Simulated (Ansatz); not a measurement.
Geometry optimisation, RKS LDA/STO-3G in Ansatz 0.2.0.

The input (input.yaml):

```yaml
crystal:
  periodic: [false, false, false]
  atoms:
    - { symbol: C, position_ang: [-0.0601, -2.1257, -1.0841] }
    - { symbol: O, position_ang: [0.761, -1.05, -1.5232] }
    - { symbol: Si, position_ang: [1.05926, -0.8972, -3.13899] }
    - { symbol: C, position_ang: [1.90303, -2.30448, -3.99978] }
    - { symbol: C, position_ang: [3.2284, -2.75056, -3.2673] }
    - { symbol: "N", position_ang: [1.03895, -3.54618, -4.01407] }
    - { symbol: H, position_ang: [-0.2673, -2.7374, -1.9462] }
    - { symbol: H, position_ang: [-1.0347, -1.6561, -0.7829] }
    - { symbol: H, position_ang: [0.339, -2.6692, -0.2549] }
    - { symbol: H, position_ang: [1.86425, 0.32789, -3.39437] }
    - { symbol: H, position_ang: [-0.26366, -0.67708, -3.86] }
    - { symbol: H, position_ang: [2.13509, -2.07767, -5.03033] }
    - { symbol: H, position_ang: [3.11491, -3.10607, -2.22832] }
    - { symbol: H, position_ang: [3.73122, -3.61441, -3.82353] }
    - { symbol: H, position_ang: [3.91659, -1.92278, -3.2668] }
    - { symbol: H, position_ang: [1.53685, -4.33263, -4.46872] }
    - { symbol: H, position_ang: [0.24809, -3.34211, -4.63298] }
basis:
  gaussian: { orbitals: STO-3G }
hamiltonian:
  xc: lda
relax:
  f_tol: 0.015
  max_steps: 40
output:
  orbitals: {}
```

Run as:

```bash
$ ansatz run input.yaml --threads 1 --pin off --max-ram 2048MiB --backend cpu --events-out ev --progress --plain --runs-dir out
```

Where does it end, and by what steps?

It converged. Limits of this set-up: minimal basis. After 9 steps the energy has fallen by 0.937 eV; H7 moved furthest, 0.66 Å.

```
step  energy less start (eV)  largest force component (eV/Å)  accepted
   0                  0.0000                           3.032       yes
   1                 -0.6720                           1.409       yes
   2                 -0.8062                           0.689       yes
   3                 -0.8955                           0.522       yes
   4                 -0.8958                           0.795       yes
   5                 -0.9316                           0.152       yes
   6                 -0.9345                           0.042       yes
   7                 -0.9364                           0.032       yes
   8                 -0.9370                           0.029       yes
   9                 -0.9371                           0.009       yes
```

```xyz
17
Properties=species:S:1:pos:R:3
C 0.106 -2.239 -1.311
O 0.922 -1.028 -1.478
Si 1.071 -0.779 -3.166
C 1.846 -2.317 -3.966
C 3.141 -2.704 -3.227
N 0.862 -3.457 -3.802
H 0.309 -2.999 -2.130
H -0.983 -1.997 -1.308
H 0.350 -2.672 -0.319
H 1.936 0.374 -3.340
H -0.210 -0.546 -3.829
H 2.091 -2.125 -5.035
H 2.942 -2.817 -2.148
H 3.543 -3.659 -3.608
H 3.911 -1.928 -3.360
H 1.337 -4.321 -4.199
H 0.075 -3.269 -4.491
```

Time of the run: 61 s on 1 thread of Arm Neoverse N1, on a shared host, peak memory 0.15 GiB.
